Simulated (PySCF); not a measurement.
Metal series MF3, each in one or more spin states. Isolated molecules, 0 K electronic values unless said otherwise. Multiplicities are imposed; where one is given, others were not computed.

Computed with PySCF 2.14.0 with PBE-D3(BJ)/def2-TZVP // TPSS-D3(BJ)/def2-SVP. All candidates: neutral, multiplicity 2. 

```json
{
  "dipole_moment": "2.49 D",
  "highest_occupied_spin_orbital": "-7.32 eV"
}
```

Task: Say which member has these values.
A. [Hf(F)3]
B. [Zr(F)3]
C. [Ti(F)3]
D. [Pt(F)3]

Result: D, [Pt(F)3]. The others give [Ti(F)3]: 0.06 D, -5.27 eV; [Hf(F)3]: 0.00 D, -5.12 eV; [Zr(F)3]: 0.02 D, -4.87 eV
